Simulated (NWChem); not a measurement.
System: CH6ClNSi; SMILES Cl[SiH2]CN

```xyz
10

N     -0.1004     2.6138     0.0000
C     -0.7140     1.2908     0.0000
Si     0.5855    -0.0778     0.0000
Cl    -0.2487    -1.9829     0.0000
H      0.4871     2.7565     0.8191
H      0.4871     2.7565    -0.8191
H     -1.3760     1.1893    -0.8762
H     -1.3760     1.1893     0.8762
H      1.4464     0.0565     1.2127
H      1.4464     0.0565    -1.2127
```
Atoms are numbered in this order, from 1.

Structure relaxed at the PBE0/def2-SVP level.

**Question.** Give the principal values of the shielding tensors (ppm) of N1, C2, Si3, Cl4 from BHandHLYP/pcSseg-1, GIAO (NWChem), with their diamagnetic and paramagnetic parts as GIAO splits them.

**Answer.** 
```tsv
atom	σ11	σ22	σ33	isotropic	diamagnetic	paramagnetic
N1	208.1	257.1	299.3	254.9	314.8	-60.0
C2	129.0	144.1	189.7	154.3	249.8	-95.6
Si3	351.8	353.8	421.9	375.8	878.3	-502.5
Cl4	932.6	1000.1	1047.3	993.4	1149.0	-155.6
```
